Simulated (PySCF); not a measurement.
**Working out the ionisation energy of Sb²⁺**

Sb²⁺ [Kr] 4d10 5s2 5p1 (2P) → Sb³⁺ [Kr] 4d10 5s2 (1S). Calculation: PySCF 2.14, in aug-cc-pVTZ-PP with ECP28MDF (6s5p4d2f, 55 functions); a scalar-relativistic core potential. Frozen: 4s2 4p6 4d10. Energies in hartree (1 hartree = 27.21139 eV):

```
             part  Sb²⁺ (lower)  Sb³⁺ (upper)
              UHF   -238.374161   -237.487081
MP2 opposite-spin     -0.031823     -0.025921
    MP2 same-spin     -0.002252      0.000000
```

Problem. What does Hartree-Fock give?

Solution. (-237.487081) − (-238.374161) = 0.887080 hartree = 24.139 eV.

Problem. What do MP2 and SCS-MP2 (6/5 opposite-spin, 1/3 same-spin) give?

Solution. The opposite-spin parts differ by 0.161 eV and the same-spin parts by 0.061 eV. MP2: 24.139 + (0.161) + (0.061) = 24.361 eV. SCS-MP2: 24.139 + 1.2 × (0.161) + (0.061)/3 = 24.353 eV.

Reference: 25.323 eV (measured; NIST Atomic Spectra Database, ionization energies), between the lowest levels; spin-orbit coupling is absent from the calculation.

What remains against the reference includes basis incompleteness, the frozen core and correlation beyond second order.
